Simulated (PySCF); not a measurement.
Ti²⁺ (titanium, charge +2) across methods

[Ar] 3d1 4s1, high-spin 3D determinant (an excited configuration). Calculation: PySCF 2.14, in dyall-av2z (16s12p7d2f, 101 functions); no relativity, point nucleus.

```json
{"method": "UHF", "E (hartree)": "-847.54691", "mean ε 3p β (eV)": "-69.932", "mean ε 3d α (eV)": "-33.861", "mean ε 4s α (eV)": "-21.864", "Σ⟨r²⟩ (bohr²)": "23.28", "⟨S²⟩": "2.002"}
{"method": "PBE", "E (hartree)": "-848.169", "mean ε 3p β (eV)": "-60.374", "mean ε 3d α (eV)": "-26.204", "mean ε 4s α (eV)": "-19.430", "Σ⟨r²⟩ (bohr²)": "23.06", "⟨S²⟩": "2.000"}
{"method": "PW91", "E (hartree)": "-848.423", "mean ε 3p β (eV)": "-60.462", "mean ε 3d α (eV)": "-26.320", "mean ε 4s α (eV)": "-19.502", "Σ⟨r²⟩ (bohr²)": "23.05", "⟨S²⟩": "2.000"}
{"method": "LDA", "E (hartree)": "-846.339", "mean ε 3p β (eV)": "-60.466", "mean ε 3d α (eV)": "-26.131", "mean ε 4s α (eV)": "-19.670", "Σ⟨r²⟩ (bohr²)": "23.05", "⟨S²⟩": "2.000"}
{"method": "PBE0", "E (hartree)": "-848.215", "mean ε 3p β (eV)": "-63.113", "mean ε 3d α (eV)": "-28.313", "mean ε 4s α (eV)": "-20.142", "Σ⟨r²⟩ (bohr²)": "23.07", "⟨S²⟩": "2.001"}
{"method": "r2SCAN", "E (hartree)": "-848.365", "mean ε 3p β (eV)": "-61.312", "mean ε 3d α (eV)": "-26.696", "mean ε 4s α (eV)": "-19.574", "Σ⟨r²⟩ (bohr²)": "23.11", "⟨S²⟩": "2.001"}
{"method": "wB97X-V", "E (hartree)": "-848.300", "mean ε 3p β (eV)": "-65.682", "mean ε 3d α (eV)": "-30.713", "mean ε 4s α (eV)": "-21.962", "Σ⟨r²⟩ (bohr²)": "23.09", "⟨S²⟩": "2.000"}
{"method": "TPSS", "E (hartree)": "-848.432", "mean ε 3p β (eV)": "-60.667", "mean ε 3d α (eV)": "-26.430", "mean ε 4s α (eV)": "-19.300", "Σ⟨r²⟩ (bohr²)": "23.09", "⟨S²⟩": "2.001"}
```

Task: Estimate the same row for B3LYP.

Result: E (hartree) = -848.428; mean ε 3p β (eV) = -62.574; mean ε 3d α (eV) = -27.963; mean ε 4s α (eV) = -20.111; Σ⟨r²⟩ (bohr²) = 23.04; ⟨S²⟩ = 2.000.
